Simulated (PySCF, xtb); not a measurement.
CH9FOSi3, SMILES C[SiH2]O[Si@H](F)[SiH3].

The structure is a stationary point at PBE0-D3(BJ)/def2-SVP. The structure was generated by enumeration; whether it is a known compound was not checked. One conformer was computed; it need not be the lowest.

The numbers are results of IEF-PCM-PBE0/def2-SVP run with PySCF 2.14.0, not measurements.

The values are the electrostatic part of the solvation free energy, E(continuum) − E(gas) at the gas-phase geometry, in a cavity of scaled van der Waals radii (PySCF's table); cavitation and dispersion terms are not included. In vacuum the orbital gap is 8.06 eV. The dipole moment in vacuum is 0.72 D.

```json
[
 {"solvent": "water", "ε": "78.36", "ΔG(elec) (kcal/mol)": "-2.0", "dipole (D)": "0.80", "gap (eV)": "8.08"},
 {"solvent": "toluene", "ε": "2.37", "ΔG(elec) (kcal/mol)": "?", "dipole (D)": "?", "gap (eV)": "?"},
 {"solvent": "diethylether", "ε": "4.24", "ΔG(elec) (kcal/mol)": "-1.4", "dipole (D)": "0.78", "gap (eV)": "8.07"}
]
```

**Question.** Fill in the missing entries. (An estimate is asked for; the answer gives what the named calculation found.)

**Answer.** 
- toluene, ΔG(elec) (kcal/mol): -1.0
- toluene, dipole (D): 0.76
- toluene, gap (eV): 8.07

For comparison, GFN2-xTB/ALPB(water) (xtb, at the GFN2-xTB geometry, all terms of that model) gives 0.2 kcal/mol.
